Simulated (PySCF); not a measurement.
Computed NMR parameters against published values

Geometry:
```tsv
atom	x (Å)	y (Å)	z (Å)
C1	2.816	-0.420	-0.355
C2	1.506	-0.415	-0.556
C3	0.619	0.341	0.373
O4	1.088	1.079	1.224
N5	-0.727	0.178	0.220
C6	-1.353	-0.715	-0.725
C7	-1.619	0.989	1.012
H8	3.235	0.113	0.491
H9	3.489	-0.943	-1.023
H10	1.086	-0.935	-1.408
H11	-1.537	-0.237	-1.694
H12	-0.762	-1.615	-0.880
H13	-2.316	-1.029	-0.319
H14	-2.258	1.599	0.365
H15	-2.261	0.360	1.636
H16	-1.023	1.638	1.648
```

Measured values that the calculation should reproduce: δ ¹H H10 6.64; H8 6.12; H9 5.55 ppm (measured; solution, not stated per compound (mostly CDCl3 or CCl4); Pretsch, Buehlmann, Badertscher, Structure Determination of Organic Compounds, 4th ed. (2009)).

Level of theory: PBE0-D3(BJ)/def2-TZVP geometry, NMR shieldings at B97-2/pcSseg-2/GIAO, in PySCF (one averaged value for each set of equivalent atoms, one conformer, isolated molecule, relativity neglected).

(1) How close does the calculation come?

(2) How far are the unscaled ¹H shifts from the references?

## Answers

(1) 
Reference values: measured (solution, not stated per compound (mostly CDCl3 or CCl4); Pretsch, Buehlmann, Badertscher, Structure Determination of Organic Compounds, 4th ed. (2009)).
| atoms | quantity | reference | computed | computed, scaled |
| --- | --- | --- | --- | --- |
| H10 | δ ¹H | 6.64 | 6.95 | 6.67 |
| H8 | δ ¹H | 6.12 | 7.04 | 6.75 |
| H9 | δ ¹H | 5.55 | 5.98 | 5.75 |

Computed shifts are σ(ref) − σ with the named reference compound (TMS for H and C) calculated as an isolated molecule at the same level. The measured values may be among those fitted. Expected solution values come from regression of measured δ (H and C: mostly CDCl3, vs TMS) on computed σ: ¹H: δ = 29.81 − 0.938σ (rms 0.14 ppm, 293 shifts, 0.16 ppm with the 4 outliers that the fit left out). A few per cent of atoms miss by over 2 rms, more outside the fitted compound classes.

(2) Mean signed difference +0.55 ppm, mean absolute 0.55 ppm over 3 comparisons; the largest is +0.92 ppm at H8 (hydrogen on a β carbon of a C=C–C=O unit).
